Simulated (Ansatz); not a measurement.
Ansatz (a first-principles code) input (B3LYP-D3(BJ)/def2-TZVP):

Ansatz 0.2 input:
```yaml
crystal:
  periodic: [false, false, false]
  atoms:
    - {symbol: B, position_ang: [-0.99420891, 0.06641666, -0.10319452]}
    - {symbol: N, position_ang: [0.63980539, -0.17506158, -0.09680324]}
    - {symbol: H, position_ang: [-1.20138752, 1.17875266, -0.46893236]}
    - {symbol: H, position_ang: [-1.42349078, -0.28270184, 0.94914201]}
    - {symbol: H, position_ang: [0.82080195, -1.14313672, 0.14154513]}
    - {symbol: H, position_ang: [1.10130382, 0.43032542, 0.58334425]}
    - {symbol: H, position_ang: [0.99870983, 0.02966316, -1.02210299]}
basis:
  gaussian:
    orbitals: def2-TZVP
hamiltonian:
  xc: b3lyp
  dispersion: d3bj
magnetization: {spin_polarized: true, initial_magnetization: 1}
relax: {f_tol: 0.002, max_steps: 150}
```

End of the output:

```
mean field -2247.27994693 eV, -82.5860147887 hartree, gradient 1.6e-5 eV, S^2 0.752428; 0 other end points of the search recorded, 0 dependent functions left out
the calculation of the forces begins
reference -2247.28017682 eV, -82.5860232369 hartree; 9, 8 occupied and 83, 84 virtual orbitals, 544 factors
relax step   3: F+E_penalty+E_count = -2247.40581434 eV  Δ(F+E_penalty+E_count) = -7.937e-3 eV  max|allowed force component| = 1.716e-1 eV/Å  Δτ_max = 0.0209 Å  (30 SCF iters, accepted)
these checks for a lower state are left out or cut short: starts, cluster_reference, orbital_swaps, neighbouring_geometries, increment
integrals: 0.02 GiB planned
544 factors; their error is unknown
mean field: 0.25 GiB planned
mean field evaluation 32: about -2247.2868 eV, gradient 4.2e-1 eV
mean field -2247.28134115 eV, -82.5860660254 hartree, gradient 1.5e-5 eV, S^2 0.752444; 0 other end points of the search recorded, 0 dependent functions left out
the calculation of the forces begins
reference -2247.28157178 eV, -82.5860745008 hartree; 9, 8 occupied and 83, 84 virtual orbitals, 544 factors
relax step   4: F+E_penalty+E_count = -2247.40714104 eV  Δ(F+E_penalty+E_count) = -1.327e-3 eV  max|allowed force component| = 3.657e-2 eV/Å  Δτ_max = 0.0099 Å  (32 SCF iters, accepted)
these checks for a lower state are left out or cut short: starts, cluster_reference, orbital_swaps, neighbouring_geometries, increment
integrals: 0.02 GiB planned
544 factors; their error is unknown
mean field: 0.25 GiB planned
mean field -2247.28145573 eV, -82.5860702360 hartree, gradient 7.5e-6 eV, S^2 0.752434; 0 other end points of the search recorded, 0 dependent functions left out
the calculation of the forces begins
reference -2247.28168652 eV, -82.5860787175 hartree; 9, 8 occupied and 83, 84 virtual orbitals, 544 factors
relax step   5: F+E_penalty+E_count = -2247.40724766 eV  Δ(F+E_penalty+E_count) = -1.066e-4 eV  max|allowed force component| = 6.828e-3 eV/Å  Δτ_max = 0.0032 Å  (25 SCF iters, accepted)
these checks for a lower state are left out or cut short: starts, cluster_reference, orbital_swaps, neighbouring_geometries, increment
integrals: 0.02 GiB planned
544 factors; their error is unknown
mean field: 0.25 GiB planned
mean field -2247.28146168 eV, -82.5860704546 hartree, gradient 2.0e-5 eV, S^2 0.752436; 0 other end points of the search recorded, 0 dependent functions left out
the calculation of the forces begins
reference -2247.28169248 eV, -82.5860789364 hartree; 9, 8 occupied and 83, 84 virtual orbitals, 544 factors
relax step   6: F+E_penalty+E_count = -2247.40725072 eV  Δ(F+E_penalty+E_count) = -3.061e-6 eV  max|allowed force component| = 5.598e-4 eV/Å  Δτ_max = 0.0009 Å  (23 SCF iters, accepted)
integrals: 0.02 GiB planned
544 factors; their error is unknown
mean field: 0.25 GiB planned
mean field evaluation 64: about -2247.2815 eV, gradient 3.2e-3 eV
mean field -2247.28146168 eV, -82.5860704546 hartree, gradient 2.0e-5 eV, S^2 0.752436; 1 other end points of the search recorded, 0 dependent functions left out
the calculation of the forces begins
reference -2247.28169248 eV, -82.5860789364 hartree; 9, 8 occupied and 83, 84 virtual orbitals, 544 factors
Total energy: -2247.40748152 eV, -82.5907015984 hartree
Atom 0 at    -0.972738     0.105606    -0.058136 Å, force    -0.000409    -0.000053    -0.000223 eV/Å
Atom 1 at     0.622400    -0.160407    -0.084212 Å, force    -0.000288    -0.000205    -0.000153 eV/Å
Atom 2 at    -1.226412     1.177034    -0.521343 Å, force     0.000017     0.000124    -0.000090 eV/Å
Atom 3 at    -1.452339    -0.321678     0.948972 Å, force     0.000039     0.000023     0.000303 eV/Å
Atom 4 at     0.817877    -1.134029     0.130733 Å, force     0.000302     0.000511    -0.000363 eV/Å
Atom 5 at     1.159701     0.409554     0.578239 Å, force     0.000149    -0.000149    -0.000034 eV/Å
Atom 6 at     0.993045     0.028178    -1.011254 Å, force     0.000190    -0.000251     0.000560 eV/Å
Dipole moment:     1.157768    -0.138594     0.036596 e Å
```

It need not be the lowest isomer of its formula.
